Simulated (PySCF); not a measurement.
[Yb(NH2)3]− at several levels of theory

Computed with PySCF 2.14.0 (density fitting, no spin-orbit coupling) at the geometry relaxed with PBE0:

```xyz
10
[Yb(NH2)3]− (singlet in the valence; each metal's 4f electrons, 14 of them, lie in its core potential, out of spins and levels; a saddle point, relaxed within its symmetry)
Yb    0.0000    0.0000    0.0000
N     2.3767    0.0000    0.0000
H     3.0160    0.0001    0.8000
H     3.0160    0.0001   -0.8000
N    -1.1884    2.0583    0.0000
H    -1.5080    2.6119    0.8000
H    -1.5080    2.6119   -0.8000
N    -1.1883   -2.0583    0.0000
H    -1.5079   -2.6119    0.8000
H    -1.5079   -2.6119   -0.8000
```

| level | basis | state | HOMO (eV) | gap (eV) | charge on Yb1 (e) | population of f-type functions on Yb1 (polarisation alone where 4f lies in the core) | dipole about the centre of mass (D) | largest force component (eV/Å) |
| --- | --- | --- | --- | --- | --- | --- | --- | --- |
| PBE0 | Yb lcecp-0-SVP with ECP60, N def2-SVP, H def2-SVP | singlet | – | – | 0.44 | 0.01 | 0.00 | 0.00 |
| TPSS | the same | singlet | – | – | 0.33 | 0.01 | 0.00 | 0.38 |
| PBE0 | Yb lcecp-0-TZVP with ECP60, N def2-TZVP, H def2-TZVP | singlet | – | – | 1.15 | 0.02 | 0.00 | 0.46 |

In the lcecp rows the 4f levels are missing from HOMO and gap, and the state counts the valence alone.

Charges are Mulliken's, which hang on the basis. The relaxation used the grid (50, 194), these runs (75, 302) or, all-electron (x2c bases, spin-free X2C Hamiltonian), (99, 590).

**Question.** What does BP86 with Yb lcecp-0-SVP with ECP60, N def2-SVP, H def2-SVP give here?

**Answer.** state singlet, charge on Yb1 (e) 0.23, population of f-type functions on Yb1 (polarisation alone where 4f lies in the core) 0.01, dipole about the centre of mass (D) 0.00, largest force component (eV/Å) 0.49. Time: 6.6 s on 2 threads of Arm Neoverse V1, on a shared host, from an already converged density.

An lcecp potential fixes the number of 4f electrons, so in runs with it no electron can move into or out of that shell.
